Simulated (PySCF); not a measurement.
B(H)(OH)(NMe2) (C2H8BNO), SMILES CN(C)BO. The structure is a stationary point at TPSSh-D3(BJ)/def2-SVP. This is a generated structure with no PubChem entry under its InChIKey; it may be hypothetical. The values are those of a single conformer.

Computed with TPSSh-D3(BJ)/def2-SVP (PySCF).

Harmonic wavenumbers (cm⁻¹): 113, 194, 237, 274, 278, 384, 521, 546, 812, 888, 1006, 1075, 1081, 1116, 1159, 1173, 1244, 1312, 1438, 1451, 1467, 1481, 1484, 1500, 1558, 2635, 2985, 2992, 3039, 3049, 3105, 3145, 3804. Rotational constants (GHz): 8.742, 3.657, 2.666; symmetry number 1.

Q: Work out the zero-point energy and the ideal-gas rigid-rotor harmonic-oscillator thermochemistry at 298.15 K and 1 atm.

A: ZPE = ½ Σ hcν = ½ × 48545 cm⁻¹ = 69.40 kcal/mol. H − E(el) = 74.13 kcal/mol. Entropy in cal/(mol K): translation 38.78, rotation 25.74, vibration 13.40, total 77.91. G − E(el) = 50.90 kcal/mol. Cp = 24.53 cal/(mol K). Modes under 150 cm⁻¹ make the vibrational entropy uncertain.
